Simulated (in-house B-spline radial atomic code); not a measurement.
Relativistic effects in Co¹⁶⁺, [Ne] 3s1: non-relativistic Hartree-Fock (point nucleus) against Dirac-Hartree-Fock (Fermi nucleus of rms radius 3.7875 fm), both averages of the configuration, computed with an all-electron radial atomic-structure program (B-spline basis).

```
orbital  ε NR (Eh)  ε Dirac (Eh)  <r> NR (bohr)  <r> Dirac (bohr)  change of <r> (%)
  1s1/2    -303.61             ?        0.05684                 ?                  ?
  2s1/2    -54.302             ?         0.2535                 ?                  ?
  2p1/2    -49.696       -50.239         0.2219            0.2187               -1.5
  2p3/2    -49.696        -49.67         0.2219            0.2216               -0.2
  3s1/2    -19.903       -20.074         0.6475            0.6416               -0.9
```

Q: What happens to 2s1/2?

A: Its energy goes to -54.964 hartree and <r> to 0.2502 bohr (-1.30 %).

Q: What happens to 1s1/2?

A: Its energy goes to -306.51 hartree and <r> to 0.05612 bohr (-1.27 %).

Q: What explains the pattern of contraction and expansion?

A: The s and p1/2 orbitals contract directly, as their density near the nucleus moves at relativistic speed. Nothing expands appreciably in this ion.

Q: By how much does the total energy change?

A: By -10.436 hartree, from -1256.797 to -1267.233.
